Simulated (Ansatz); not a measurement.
Reaction (substitution at a C–Si bond): `CC([SiH3])[SiH2]F` + H₂Te → `CC([SiH3])[TeH]` + `F[SiH3]`

Gas-phase electronic energies from Ansatz, PBE0-D4/def2-TZVP geometries. CCSD(T)/CBS adds triple-zeta CCSD(T) − MP2 to the extrapolated MP2 energy (def2 sets, frozen cores). This one scheme is used for every species. DFT in def2-TZVPP. Elements past krypton have def2 core potentials. For Te outer-core shells are correlated without core-valence functions, which leaves a few kJ/mol of doubt a bond. One conformer a species, not always the lowest.

(1) Is it downhill or uphill in electronic energy at CCSD(T)/CBS, and by how much? (An estimate is asked.)

(2) What do these levels give: PBE-D4, PBE0-D4, B2PLYP, PBE, PBE0, MP2/def2-TZVPP, SCS-MP2/def2-TZVPP, CCSD/def2-TZVPP, CCSD(T)/def2-TZVPP, HF/def2-QZVPP, HF/CBS(def2), MP2/CBS(def2)? (Best estimate.)

Largest T1 diagnostic among the species: 0.011.

## Answers

(1) Ansatz gave: Uphill: ΔE = +32.4 kJ/mol.

(2) Ansatz gave: PBE-D4 41.1, PBE0-D4 44.1, B2PLYP 37.9, PBE 42.2, PBE0 45.0, MP2/def2-TZVPP 30.2, SCS-MP2/def2-TZVPP 30.2, CCSD/def2-TZVPP 40.1, CCSD(T)/def2-TZVPP 37.5, HF/def2-QZVPP 43.0, HF/CBS(def2) 42.9, MP2/CBS(def2) 25.1 kJ/mol.

In def2-TZVPP, CCSD(T) changes the Hartree–Fock value by −6.2 kJ/mol (the triples alone add −2.5 kJ/mol) and MP2 by −13.6 kJ/mol.
